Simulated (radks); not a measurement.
The numbers below are computed, except where a source is named.
Problem. The erbium ion Er+, 67 electrons, occupied as [Xe] 4f(up 7, down 5) 6s(up 0.5, down 0.5) (fractional occupations, a model configuration). Code: a radial shooting solver on a logarithmic mesh with Libxc functionals. Model: scalar-relativistic Kohn-Sham, PBEsol, spin-polarised, spherical densities, finite nucleus; Fermi nuclear charge, rms radius 5.2516 fm. Some entries of the table are withheld. Estimate them.

orbital  occ.  eigenvalue (hartree)  <r> (bohr)  <r^2> (bohr^2)
1s up       1             -2107.423     0.02038       0.0005683
1s down     1             -2107.423     0.02038       0.0005683
2s up       1             -354.2672     0.08649        0.008840
2s down     1             -354.2661     0.08649        0.008840
2p up       3             -313.4500     0.07673        0.007189
2p down     3             -313.4493     0.07673        0.007189
3s up       1             -79.56956      0.2255         0.05809
3s down     1             -79.53789      0.2254         0.05807
3p up       3             -67.14939      0.2246         0.05847
3p down     3             -67.11780      0.2245         0.05844
3d up       5             -51.57824      0.2039         0.04877
3d down     5             -51.55398      0.2038         0.04873
4s up       1             -15.90561      0.5083          0.2917
4s down     1             -15.84013      0.5083          0.2918
4p up       3             -11.81923      0.5392          0.3309
4p down     3             -11.75478      0.5393          0.3310
4d up       5              -6.34313      0.5838          0.3959
4d down     5              -6.27985      0.5842          0.3964
5s up       1              -2.16675       1.250           1.762
5s down     1              -2.13587       1.256           1.778
5p up       3              -1.22595       1.488             (1)
5p down     3              -1.20404       1.498             (2)
4f up       7                   (3)      0.8181          0.9197
6s up     0.5              -0.33361       3.608             (4)
6s down   0.5              -0.33115       3.628             (5)
4f down     5                   (6)      0.8379          0.9836

Solution. 
(1) 5p up <r^2> (bohr^2): 2.526
(2) 5p down <r^2> (bohr^2): 2.561
(3) 4f up eigenvalue (hartree): -0.38505
(4) 6s up <r^2> (bohr^2): 14.67
(5) 6s down <r^2> (bohr^2): 14.84
(6) 4f down eigenvalue (hartree): -0.33014
